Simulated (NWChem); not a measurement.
System: sulfur difluoride (SF2); SMILES FSF

```xyz
3

F      1.2569     0.0000    -0.4979
S      0.0000     0.0000     0.5520
F     -1.2569     0.0000    -0.4979
```
Atoms are numbered in this order, from 1.

Geometry: optimised at PBE-D3(BJ)/def2-SVP.

Problem. Give the principal values of the shielding tensors (ppm) of F1, S2 from PBE/pcSseg-1, GIAO (NWChem), with their diamagnetic and paramagnetic parts as GIAO splits them.

Solution. 
```
atom      σ11      σ22     σ33  isotropic  diamagnetic  paramagnetic
----  -------  -------  ------  ---------  -----------  ------------
F1      -63.2      9.4   983.2      309.8        472.3        -162.5
S2    -1945.1  -1043.6  -220.1    -1069.6       1048.3       -2118.0
```
